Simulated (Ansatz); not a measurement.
Na9⁺. Charge 1, multiplicity 1. Geometry r2SCAN/def2-SVP; atoms count from 1.

```xyz
9

Na   -0.196   -0.821    1.468
Na   -0.270   -2.805   -1.272
Na    2.772   -2.395    1.024
Na   -3.053   -0.395   -0.292
Na   -2.002    1.751    2.717
Na   -0.498    2.395   -0.566
Na   -0.926    0.298   -3.397
Na    2.035    0.204   -1.455
Na    2.138    1.768    1.774
```

The restricted singlet is unstable towards broken spin symmetry in Hartree–Fock (as tested in another run); at PBE0/def2-TZVP this wasn't settled. Another isomer (singlet) lies 0.03 eV lower at PBE0/def2-TZVP; other spin states weren't run for this one.

Q: Estimate the Mulliken populations from the PBE0/def2-TZVP orbitals of Ansatz.

A: 
```tsv
atom	charge (e)
Na1	0.47
Na2	0.07
Na3	-0.01
Na4	0.07
Na5	-0.01
Na6	0.16
Na7	0.02
Na8	0.16
Na9	0.08
```
Mulliken values and Mayer orders depend strongly on the basis.

Q: And the Mayer bond orders between bonded heavy atoms (over 0.3)?

A: Na2–Na3 0.33 (3.83 Å); Na4–Na5 0.33 (3.84 Å).
